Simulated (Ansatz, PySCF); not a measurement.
System: GeCl$_{2}$, charge 0, singlet. GeCl2 (SMILES [Cl][Ge][Cl]).
B3LYP-D3(BJ)/def2-TZVP minimum from Ansatz (a program for electronic structure):
```xyz
3

Ge    -0.0079     0.0041     0.7266
Cl     1.0991     1.2918    -0.6793
Cl    -1.0842    -1.2996    -0.6884
```

Atomisation energy term by term, kcal/mol (programs: Ansatz). UHF or UKS for unpaired electrons; spin-orbit terms are left out. Correlated methods leave the cores frozen (noble-gas shells, and filled d and f shells in the p block). No relativity. CBS(X,Y): correlation extrapolated as X^-3, Hartree-Fock from the larger set. A bracket is a step between two methods taken in the basis named.

```csv
term,basis,kcal/mol
Hartree-Fock,def2-QZVPP,130.19
CCSD correlation,"CBS(def2-TZVPP,def2-QZVPP)",54.84
(T),"CBS(def2-TZVPP,def2-QZVPP)",7.34
CCSDT(Q) - CCSD(T),def2-TZVPP,0.22
minus zero-point energy,Hessian by PySCF at B3LYP-D3(BJ)/def2-TZVP,-1.31
sum: D0,,191.3
```

The step beyond CCSD(T) by other levels: CCSDT(Q) in def2-SVP 0.61 kcal/mol.
